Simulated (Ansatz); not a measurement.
Y₂O₃⁻, relaxed as a doublet with UKS PBE-D4/def2-SVPD in Ansatz, starting from the GFN2-xTB geometry. Force threshold 0.02 eV/Å.

In the def2 sets Y takes a core potential; there is no spin–orbit coupling. The structure holds 1 bond(s) between oxygen atoms. The highest occupied level of the charge -1 doublet lies above zero (up to 0.47 eV). The electron is either unbound and held by the finite basis, or the level is raised by self-interaction error. Another isomer (doublet) lies 3.36 eV lower at PBE0-D4/def2-TZVPD; other spin states weren't run for this one.

Start:

| atom | x (Å) | y (Å) | z (Å) |
| --- | --- | --- | --- |
| Y1 | 0.400 | 1.055 | 0.127 |
| Y2 | -1.054 | -1.773 | 0.584 |
| O3 | -0.417 | 0.886 | 1.900 |
| O4 | 1.160 | -0.360 | -1.027 |
| O5 | -0.090 | 0.192 | -1.584 |

(1) Estimate the energy that the relaxation releases and the steps that it takes.

(2) Does the start keep its bonding and symmetry?

(3) Predict the relaxed structure.

Answers

(1) 96.2 kcal/mol, in 9 steps; 42 s on 4 threads of Intel Xeon on a shared host. No frequencies were taken in this run, so the end may be a saddle point.

(2) By distances, no bond broke or formed. The bond that changes most is Y2–O3, from 3.03 to 2.04 Å (atoms count from 1). Point group Cs at the start, C2v at the end, both within 0.05 Å.

(3) 
```csv
atom,x (Å),y (Å),z (Å)
Y1,0.5929,1.4752,0.1318
Y2,-0.7742,-1.3251,0.4357
O3,-0.4756,0.3941,1.4920
O4,0.9650,-0.5529,-0.7525
O5,-0.3081,0.0087,-1.3069
```
Bond lengths (bridged metal pairs left out): 6 × O–Y 2.04 to 2.24 Å; 1 × O–O 1.50 Å.
